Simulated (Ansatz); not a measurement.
Basis sets compared for the cluster Na₈H₇⁺. Charge 1, multiplicity 1. Geometry PBE0-D4/def2-SVP. Ansatz on 4 threads of Arm Neoverse V2 on a shared host; times are rough, and most runs start from earlier orbitals.

```xyz
15

Na   -1.044   -0.228    0.389
Na    3.095   -1.909    3.166
Na    4.874   -0.158    0.312
Na   -3.247    3.135   -5.465
Na   -2.137    1.259   -2.136
Na   -0.880   -2.053    3.490
Na   -3.966   -0.595    1.148
Na    1.888    0.996   -1.687
H     3.777    0.716   -1.157
H    -0.133    0.740   -1.274
H     4.562   -1.194    2.008
H    -2.622    2.252   -3.884
H     1.095   -2.083    3.464
H    -3.095    0.312   -0.460
H    -2.167   -1.191    2.085
```

Another isomer (singlet) lies 1.05 eV lower at PBE0-D4/def2-TZVP; other spin states weren't run for this one.

| level | functions | energy (Eh) | HOMO (eV) | LUMO (eV) | wall time |
| --- | --- | --- | --- | --- | --- |
| PBE-D4/def2-SVP | 155 | -1300.9818 | -6.42 | -4.23 | 3.6 s |
| PBE0-D4/def2-SVP | 155 | -1301.1167 | -7.47 | -3.63 | 4.5 s |

Estimate the rows for PBE-D4/def2-TZVP (with forces), PBE0-D4/def2-TZVP.


| level | functions | energy (Eh) | HOMO (eV) | LUMO (eV) | wall time |
| --- | --- | --- | --- | --- | --- |
| PBE-D4/def2-TZVP (with forces) | 298 | -1301.4700 | -6.48 | -4.32 | 7.5 s |
| PBE0-D4/def2-TZVP | 298 | -1301.5978 | -7.53 | -3.70 | 13 s |
